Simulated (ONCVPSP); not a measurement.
# Pseudopotential generation for gallium (Ga): ONCV, PBEsol, scalar-relativistic.

* Element: Ga (Z = 31)
* Generator: ONCVPSP 4.0.1
* Type: optimised norm-conserving Vanderbilt (ONCV)
* Functional: PBEsol
* Relativity: scalar-relativistic
* Frozen core: [Ar] 3d10
* Valence charge: 3
* Reference configuration: 4s2 4p1
* Partial waves: 4s: rc 1.65 bohr, ncon 3, nbas 7, qcut 4.6 1/bohr, 2 projectors, debl 3.7 Ha; 4p: rc 2.10 bohr, ncon 4, nbas 8, qcut 4.3 1/bohr, 2 projectors, debl 0.8 Ha
* Local potential: polynomial inside 1.35 bohr (lpopt 5, dvloc0 0 Ha)
* Core correction: Teter function, fcfact 5.25, rcfact 1.2

All-electron outer shells of the reference configuration (PBEsol, scalar-relativistic, ld1.x):

| shell | level (eV) | outermost node (bohr) | outermost maximum (bohr) |
| --- | --- | --- | --- |
| 3p | -98.68 | 0.24 | 0.56 |
| 3d | -19.16 | – | 0.53 |
| 4s | -8.96 | 0.81 | 1.90 |
| 4p | -2.57 | 0.87 | 2.53 |

(1) Estimate the cutoffs (Ha) at which the residual kinetic energy of the hardest occupied pseudo-wave falls to 1 and 0.1 mHa per electron.

(2) What does a ghost test show?

(3) Which valence shell sets the plane-wave cutoff?

(4) Tests: 4s2 4p0; 4s1 4p0; 4s2 4p0.5; 4s1 4p2. Which has the largest error in its energy relative to the reference configuration, and how large is it?

## Answers

(1) 7.8 Ha and 9.8 Ha.

(2) No bound ghost flagged; GHOST(+) flagged for s at 104.4 eV.

(3) 4s: 8 Ha for 1 mHa per electron, against 5 Ha for 4p.

(4) 4s1 4p0, with -91 meV (all-electron minus pseudo) on +26.82 eV.
